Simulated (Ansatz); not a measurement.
Pulling the pair apart

The pair of Ag⁺ (SMILES [Ag+], atom 1) and SiH4O4 (SMILES O[Si](O)(O)O, atoms 2–10), both closed shells, in one local arrangement (a lower one may exist), relaxed at PBE0-D4/def2-TZVP:

```
atom    x (Å)    y (Å)    z (Å)
 Ag1  -0.9516  -1.8991  -1.9470
  O2  -0.9143  -1.1315   0.2916
 Si3   0.1291   0.1551   0.1911
  O4   0.1698   0.1293  -1.4677
  O5   1.5600  -0.2021   0.8187
  O6  -0.4113   1.5204   0.8352
  H7  -1.1014  -1.5405   1.1406
  H8   0.7972   0.6761  -1.9478
  H9   1.9713   0.3638   1.4756
 H10  -1.2486   1.9286   0.6096
```

SiH4O4 is shifted rigidly along the line between the mean atom positions of the two fragments (negative: closer). Counterpoise interaction energies in kcal/mol. Computed with Ansatz 0.2.0 (basis: def2-TZVPPD); correlated methods freeze the cores. Filled d shells of the heavier atoms are correlated. Core potentials replace the inner electrons of the atoms past krypton. B3LYP uses VWN-RPA correlation.

```csv
shift (Å),PBE-D4,B3LYP-D4,MP2
-0.24,-45.71,-43.17,-40.48
0.00,-50.46,-48.92,-45.11
0.12,-49.69,-48.54,-44.26
0.59,-39.32,-38.92,-34.45
2.37,-13.45,-11.95,-11.66
```

Problem. What does CCSD(T) give at these shifts? (Judge from chemistry; the value comes from the calculation.)

Solution. By the calculation: -38.37, -44.05, -43.54, -34.31, -11.61 kcal/mol. For zero shift, CCSD(T) at an estimated basis limit (MP2 extrapolated from triple and quadruple zeta, plus CCSD(T) − MP2 in triple zeta) gives -47.73 kcal/mol. These are counterpoise interaction energies, counted from the two frozen fragments.

No T1 diagnostic of these runs exceeds 0.012.

For scale, one of the runs: CCSD(T)/def2-TZVPPD, 332 basis functions, launched by `ansatz run in.yaml --threads 2 --pin off --events-out ev --progress --plain --max-ram 22528MiB --backend cuda --devices 0, --max-vram 18GiB`. The run took 25 s on 2 CPU threads of an AMD EPYC 7R13 and a share of one NVIDIA H100 (shared host), with 0.89 GiB of host memory at its peak.
